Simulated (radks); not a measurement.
Q: All-electron calculation, non-relativistic Kohn-Sham, LB94 model potential, spin-polarised, spherical densities, point nucleus; open shells are filled with parallel spins first. Program: a radial shooting solver on a logarithmic mesh with Libxc functionals. Response by self-consistent Sternheimer equations with the Hartree and adiabatic LDA kernel. Rank K6+, Al, Sc8+, Ca7+, S3+, Cl4+, Si+, P2+, Ar5+ (NIST ground configurations) by static dipole polarisability, largest first.

A: Al 57.23, Si+ 18.23, P2+ 8.927, S3+ 5.214, Cl4+ 3.362, Ar5+ 2.315, K6+ 1.670, Ca7+ 1.248, Sc8+ 0.9590 bohr^3.
